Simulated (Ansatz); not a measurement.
C2H4BFSi, SMILES `FC1=CB1[SiH3]`, relaxed with RKS PBE-D4/def2-SVP in the Gaussian-basis code of Ansatz from a rough embedded geometry. The force threshold is 0.03 eV/Å; the program also tests the step.

Total charge 0; spin multiplicity 1.

Start:

```xyz
9

F    -2.168    0.089    1.988
C    -1.522   -0.069    0.829
C    -1.606   -0.336   -0.539
B    -0.351   -0.081    0.017
Si    1.631    0.152   -0.185
H    -2.262   -0.521   -1.400
H     2.287   -0.215    1.053
H     2.084   -0.652   -1.285
H     1.907    1.632   -0.479
```

| step | energy (eV) | largest force (eV/Å) | largest move (Å) |
| --- | --- | --- | --- |
| 1 | -13390.2126 | 5.628 | 0.000 |
| 2 | -13390.6304 | 2.271 | 0.117 |
| 3 | -13390.7152 | 0.315 | 0.062 |
| 4 | -13390.7188 | 0.128 | 0.021 |
| 5 | -13390.7196 | 0.070 | 0.015 |
| 6 | -13390.7199 | 0.021 | 0.016 |

End:

```xyz
9

F    -2.346    0.062    1.887
C    -1.576   -0.052    0.819
C    -1.676   -0.319   -0.500
B    -0.297   -0.049    0.067
Si    1.672    0.167   -0.186
H    -2.378   -0.559   -1.311
H     2.446   -0.225    1.045
H     2.185   -0.642   -1.348
H     1.969    1.618   -0.472
```

Run time 6 s (4 threads of a server CPU on a shared host); peak host memory 0.15 GiB.
